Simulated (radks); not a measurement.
The numbers below are computed, except where a source is named.
Neutral terbium: order these configurations by energy. Code: a radial shooting solver on a logarithmic mesh with Libxc functionals. Model: scalar-relativistic Kohn-Sham, PBE, spin-polarised, spherical densities, finite nucleus; Fermi nuclear charge, rms radius of each element as measured or else 0.836 A^(1/3) + 0.57 fm. Open shells are filled with parallel spins first. [Xe] 4f8 5d1 6s2; [Xe] 4f8 6s2 6p1; [Xe] 4f9 6s1 6p1; [Xe] 4f9 6s2.

Answer. From the lowest, in eV above it: [Xe] 4f9 6s2 0.000; [Xe] 4f8 5d1 6s2 1.226; [Xe] 4f9 6s1 6p1 2.019; [Xe] 4f8 6s2 6p1 3.109.
